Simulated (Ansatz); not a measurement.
`BBC` + `[OH][AlH2]` → `BB[O][AlH2]` + CH₄ at 500 K and 1 bar (ligand exchange at a B–C bond).

Gas-phase electronic energies from Ansatz, PBE0-D4/def2-TZVP geometries. CCSD(T)/CBS adds triple-zeta CCSD(T) − MP2 to the extrapolated MP2 energy (def2 sets, frozen cores). This one scheme is used for every species. One conformer a species, not always the lowest.

| species | CCSD(T)/CBS energy (Eh) | H − E (kJ/mol) | S (J/(mol·K)) |
| --- | --- | --- | --- |
| `BBC` | -91.20122 | 213.1 | 340.7 |
| `[OH][AlH2]` | -319.03157 | 95.7 | 286.7 |
| `BB[O][AlH2]` | -369.81813 | 175.8 | 397.2 |
| CH₄ | -40.46206 | 135.6 | 206.8 |

H − E and S are ideal-gas, rigid-rotor, harmonic terms from PBE0-D4/def2-TZVP, for one conformer and one mirror image of each species. 1 Eh = 2625.50 kJ/mol, R = 8.31446 J/(mol·K).

Question: By hand: ΔE, ΔH, ΔS and ΔG.

Answer: ΔE = (-369.81813) + (-40.46206) − (-91.20122) − (-319.03157) = -0.04740 Eh = -124.4 kJ/mol. Δ(H − E) = 175.8 + 135.6 − 213.1 − 95.7 = 2.6, so ΔH = -121.8 kJ/mol. ΔS = 397.2 + 206.8 − 340.7 − 286.7 = -23.4 J/(mol·K). ΔG = -121.8 − 500 × (-23.4)/1000 = -110.1 kJ/mol.

Question: By hand: the equilibrium constant, and the temperature at which ΔG would vanish if ΔH and ΔS stayed fixed.

Answer: log₁₀ K = −ΔG/(RT ln 10) = 11.5. ΔG = 0 at ΔH/ΔS = 5205 K, far beyond where these terms or the molecules hold.

ΔH outweighs TΔS. A doubt of 5 kJ/mol in ΔE shifts log₁₀ K by 0.5 here. Other conformers and mirror images would add mixing entropy, several J/(mol·K) or more a flexible species. These are equilibria of isolated gas molecules and say nothing of rates. Largest T1 diagnostic: 0.014 (customary marks: 0.02 for closed shells, 0.045 for open ones).
